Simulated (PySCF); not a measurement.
Ionisation energy of Eu by level of theory

Eu [Xe] 4f7 6s2 [4f5/2^6 4f7/2^1, M_J = 7/2] → Eu⁺ [Xe] 4f7 6s1 [4f5/2^6 4f7/2^1 6s1/2^1, M_J = 4], as a difference of total energies. Computed with PySCF 2.14 in x2c-TZVPall-2c with one added diffuse shell each of s, p, d, f type (12s12p11d5f1g, 147 functions), with the two-component X2C-1e Hamiltonian. Correlated levels: [Ar] 3d10 frozen; the 18 highest virtual spinors dropped. "Screened" scales the spin-orbit matrix elements by Boettger's factors to mimic the two-electron term; Breit and QED terms are absent.

```json
{"method": "GHF (spin-free)", "ionisation energy (eV)": "4.631", "error (eV)": "-1.039"}
{"method": "GMP2 (spin-free)", "ionisation energy (eV)": "5.568", "error (eV)": "-0.102"}
{"method": "GHF (screened spin-orbit)", "ionisation energy (eV)": "4.633", "error (eV)": "-1.037"}
{"method": "GMP2 (screened spin-orbit)", "ionisation energy (eV)": "5.570", "error (eV)": "-0.100"}
```

Reference: 5.670 eV (measured; NIST Atomic Spectra Database, ionization energies).

The labels give the starting determinants; with spin-orbit coupling the two ends relaxed to ⟨J²⟩ = 15.76, ⟨L²⟩ = 0.10, ⟨S²⟩ = 15.71 and ⟨J²⟩ = 20.01, ⟨L²⟩ = 0.10, ⟨S²⟩ = 19.94.
